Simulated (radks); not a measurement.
Task: Radial electron density D(r) = 4 pi r^2 rho(r) of an atom or ion with 39 electrons. Calculated with a radial shooting solver on a logarithmic mesh with Libxc functionals: Dirac Kohn-Sham, LDA (Slater exchange, Perdew-Wang correlation), spin-unpolarised, spherical densities, finite nucleus; Fermi nuclear charge, rms radius of each element as measured or else 0.836 A^(1/3) + 0.57 fm.

```
   r/bohr * D(r) (the largest magnitude, 67.3, reaches the edge; | marks zero)
 0.002688 |   *
 0.003556 |      *
 0.004705 |         *
 0.006225 |              *
 0.008237 |                     *
  0.01081 |                            *
  0.01431 |                                    *
  0.01893 |                                          *
  0.02504 |                                            *
  0.03314 |                                         *
  0.04349 |                                      *
  0.05755 |                                       *
  0.07614 |                                               *
   0.1007 |                                                      *
   0.1322 |                                                  *
    0.175 |                                      *
   0.2315 |                                   *
   0.3063 |                                         *
   0.4053 |                                    *
    0.532 |                    *
   0.7039 |          *
   0.9314 |         *
    1.232 |       *
     1.63 |   *
     2.14 |*
    2.832 *
    3.747 *
    4.957 *
```

What is the nuclear charge?

Result: Z = 43. The innermost maximum, from 1s, lies near gamma/Z bohr with gamma = sqrt(1 - (Z/c)^2) = 0.949, here 0.0221 bohr (found: 0.0243), and its height grows with Z. The density is that of the technetium ion Tc4+ in [Ar] 3d10 4s2 4p5.5 4d3 5s0.5; the configuration itself is not fixed sharply by these data, and Z only to a few units. D(r) has 4 maxima, at r = 0.0243, 0.107, 0.329, 0.902 bohr, and minima at 0.0486, 0.212, 0.833 bohr, inside which lie 2.06, 11.08, 29.65 electrons.
